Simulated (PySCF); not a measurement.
## Energy of Al²⁺ (aluminium, charge +2) between two integer charges

The 3s alpha orbital of [Ne] 3s1 is emptied in steps (occupation f), with all orbitals relaxed, ending at [Ne]. All numbers are calculated (PySCF 2.14, scalar relativity by spin-free X2C-1e, in aug-cc-pVTZ-DK). The exact energy is a straight line in f; departures are measured from the line between the end points of the same method.

| f | UHF (eV) | LDA (eV) | PBE (eV) | PBE0 (eV) | r2SCAN (eV) | LC-wPBE (eV) | BHandHLYP (eV) | TPSS (eV) | B3LYP (eV) |
| --- | --- | --- | --- | --- | --- | --- | --- | --- | --- |
| 1 | 0.000 | 0.000 | 0.000 | 0.000 | 0.000 | 0.000 | 0.000 | 0.000 | 0.000 |
| 0.8 | 0.003 | -0.676 | -0.702 | -0.516 | -0.581 | -0.074 | -0.381 | -0.657 | -0.582 |
| 0.6 | 0.005 | -0.996 | -1.052 | -0.771 | -0.833 | -0.112 | -0.574 | -0.985 | -0.870 |
| 0.4 | 0.005 | -0.969 | -1.052 | -0.770 | -0.779 | -0.122 | -0.581 | -0.994 | -0.868 |
| 0.2 | 0.003 | -0.616 | -0.700 | -0.510 | -0.459 | -0.095 | -0.399 | -0.683 | -0.579 |
| 0 | 0.000 | 0.000 | 0.000 | 0.000 | 0.000 | 0.000 | 0.000 | 0.000 | 0.000 |

```tsv
method	E(f=0) − E(f=1) (eV)	−ε at f=1 (eV)	−ε at f=0.4 (eV)
UHF	28.087	28.108	28.083
LDA	28.857	24.578	29.833
PBE	28.863	24.471	29.738
PBE0	28.728	25.492	29.378
r2SCAN	28.427	24.671	29.428
LC-wPBE	28.696	28.225	28.718
BHandHLYP	28.858	26.484	29.293
TPSS	28.544	24.419	29.281
B3LYP	29.062	25.418	29.793
```

Orbital energy along the path (eV):

```csv
f,UHF,LDA,PBE,PBE0,r2SCAN,LC-wPBE,BHandHLYP,TPSS,B3LYP
1,-28.108,-24.578,-24.471,-25.492,-24.671,-28.225,-26.484,-24.419,-25.418
0.8,-28.100,-26.371,-26.234,-26.802,-26.365,-28.422,-27.422,-26.092,-26.889
0.6,-28.091,-28.135,-27.987,-28.096,-27.941,-28.580,-28.357,-27.711,-28.350
0.4,-28.083,-29.833,-29.738,-29.378,-29.428,-28.718,-29.293,-29.281,-29.793
0.2,-28.075,-31.375,-31.524,-30.677,-30.535,-28.986,-30.258,-30.976,-31.214
0,-28.067,-32.148,-32.677,-31.450,-29.995,-29.278,-31.644,-32.443,-32.763
```

As f goes to zero the orbital energy of a semilocal functional can turn back, because the density of that orbital vanishes from the exchange-correlation potential.

Reference removal energy between the ground levels: 28.448 eV (measured; NIST Atomic Spectra Database, ionization energies). UHF lacks correlation.
